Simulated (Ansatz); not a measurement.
C₅HClF₇GaO₂ (`FC(F)(F)C1=CC(C(F)(F)F)=[O+][Ga-]([F])([Cl])[O]1`). Total charge 0; spin multiplicity 1. Correlated methods include outer-core shells of Ga, which these sets cover unevenly. Scalar relativity is left out up to krypton.

Z-matrix (Å, degrees):
```
C
F 1 1.328
F 1 1.327 2 108.8
F 1 1.330 2 108.4 3 117.7
C 1 1.537 2 109.6 3 -119.9
C 5 1.388 1 119.4 2 -119.3
O 5 1.260 1 112.9 2 60.4
C 6 1.388 5 121.7 1 179.5
H 6 1.077 5 119.2 1 -0.3
Ga 7 1.913 5 124.4 1 179.3
O 8 1.260 6 127.7 5 0.2
C 8 1.537 6 119.4 5 -179.6
F 10 1.740 7 106.8 5 -107.4
Cl 10 2.114 7 111.3 5 116.3
F 12 1.330 8 111.9 6 -0.8
F 12 1.327 8 109.7 6 -121.2
F 12 1.328 8 109.6 6 119.4
```

(1) Give the diagnostics of a CCSD(T)/def2-TZVPP run (frozen core, Ansatz). (Estimate.)

Answers

(1) Computed: T1 = 0.0149, largest single amplitude 0.064, largest double 0.060, (T) share of the correlation energy 3.7 %, 9 CCSD cycles. The RHF solution is stable towards an unrestricted one. T1 lies under the customary mark of 0.02 for closed shells.
